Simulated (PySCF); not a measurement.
Distances in Å between the heavy atoms of a computed structure (GFN2-xTB; lower triangle, same order across):
```
C1    0.00
C2    1.45  0.00
C3    2.65  1.20  0.00
C4    4.09  2.64  1.44  0.00
Si5   5.08  3.76  2.78  1.92  0.00
Si6   5.18  4.21  3.68  3.47  2.31  0.00
```

Hydrogens: 3 on C1, 2 on C4, 2 on Si5, 3 on Si6.

Charge 0, singlet.

Problem. Read off the bonds between heavy atoms and their formal orders.

Solution. C1–C2 (single); C2–C3 (triple); C3–C4 (single); C4–Si5 (single); Si5–Si6 (single).

Problem. Give the structure as a SMILES string.

Solution. `CC#CC[SiH2][SiH3]`, C4H10Si2. Among its features: alkyne, Si–H bond and C–Si bond.

Problem. Classify the heavy atoms.

Solution. C1: propargylic carbon; C2: alkyne carbon; C3: alkyne carbon; C4: sp3 carbon bound to silicon; Si5: SiH2 silicon; Si6: SiH3 silicon.

The values belong to the conformer `[CH3:1][C:2]#[C:3][CH2:4][SiH2:5][SiH3:6]`: C3–C4–Si5–Si6 -54°.
